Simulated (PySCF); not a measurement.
Several orderings of computed values.

Species are written as SMILES; each is one conformer at its optimised geometry, gas phase, non-relativistic unless stated; the electronic structure was computed with PySCF and density fitting.

Dipoles, sizes and rotational constants follow the conformer. The torsions of the flexible species, by atom-mapped SMILES:
- `[CH2:1]=[CH:2][c:3]1[n:4][c:5]([S:6][CH3:7])[cH:8][cH:9][p:10]1`: C1–C2–C3–N4 0°, N4–C5–S6–C7 0°
- `[CH2:1]=[CH:2][C@@H:3]1[CH2:4][P@:5]1(=[O:6])[C:7]([F:8])([F:9])[F:10]`: C1–C2–C3–C4 -150°, C4–P5–C7–F8 -24°
- `[CH3:1][CH2:2][n:3]1[cH:4][c:5]([S:6][CH3:7])[n:8][n:9]1`: C1–C2–N3–C4 76°, C4–C5–S6–C7 178°
- `[O:1]=[S@@:2]1[O:3][C@@H:4]([CH2:5][F:6])[C@H:7]([C:8]([F:9])=[C:10]([F:11])[F:12])[O:13]1`: O3–C4–C5–F6 180°, C4–C7–C8–F9 49°
- `[N:1]#[C:2]/[C:3]([Cl:4])=[CH:5]\[C:6]([F:7])([F:8])[F:9]`: C3–C5–C6–F7 -60°
- `[SH:1][CH2:2][c:3]1[cH:4][n:5][n-:6][cH:7]1`: S1–C2–C3–C4 -94°, H–S1–C2–C3 -29°
- `[CH2:1]=[CH:2][c:3]1[n:4][n:5][n-:6][c:7]1[O:8][CH3:9]`: C1–C2–C3–N4 0°, N6–C7–O8–C9 0°

Problem. Rank by dipole moment, highest first (PBE0/pcSseg-1 at GFN2-xTB geometries).
A. `O=[S@@]1O[C@@H](CF)[C@H](C(F)=C(F)F)O1`
B. `[SiH3][SiH3]`
C. `c1c(nnn1CC)SC`
D. `C=Cc1nc(SC)ccp1`
E. `FC(F)(/C=C(/Cl)C#N)F`
F. `C=C[C@@H]1C[P@]1(=O)C(F)(F)F`

Solution. F (3.86 D), E (3.62 D), C (3.28 D), A (2.80 D), D (0.91 D), B (0.00 D).

Problem. Rank by smallest rotational constant, highest first (GFN2-xTB).
A. `SCc1cn[n-]c1`
B. `n1nc(cn1CC)SC`
C. `O=[S@@]1O[C@@H](CF)[C@H](C(F)=C(F)F)O1`
D. `C=CC1=PC=CC(SC)=N1`
E. `C=Cc1nn[n-]c1OC`

Solution. A (1.155 GHz), E (0.931 GHz), B (0.649 GHz), D (0.526 GHz), C (0.433 GHz).

Problem. By how much do the two ends of that ranking differ?

Solution. By 0.722 GHz, between `SCc1cn[n-]c1` and `O=[S@@]1O[C@@H](CF)[C@H](C(F)=C(F)F)O1`.

Problem. Rank by HOMO–LUMO gap, lowest first (PBE0/pcSseg-1 at GFN2-xTB geometries).
A. `CCn1cc(SC)nn1`
B. `c1(nc(ccp1)SC)C=C`
C. `C(F)(=C(F)[C@H]1[C@H](CF)O[S@](O1)=O)F`
D. `[SiH3][SiH3]`

Solution. B (4.35 eV), A (5.98 eV), C (6.41 eV), D (9.03 eV).

Problem. Rank by HOMO energy, lowest first (PBE0/pcSseg-1 at GFN2-xTB geometries).
A. `CCn1cc(SC)nn1`
B. `[C@H]1(C[P@]1(=O)C(F)(F)F)C=C`
C. `N#C/C(Cl)=C\C(F)(F)F`
D. `O=[S@@]1O[C@@H](CF)[C@H](C(F)=C(F)F)O1`
E. `[SiH3][SiH3]`

Solution. C (-8.94 eV), E (-8.78 eV), D (-7.56 eV), B (-7.34 eV), A (-6.04 eV).

Problem. Give the two extremes of that set in hartree.

Solution. `N#C/C(Cl)=C\C(F)(F)F`: -0.329 Eh; `CCn1cc(SC)nn1`: -0.222 Eh.
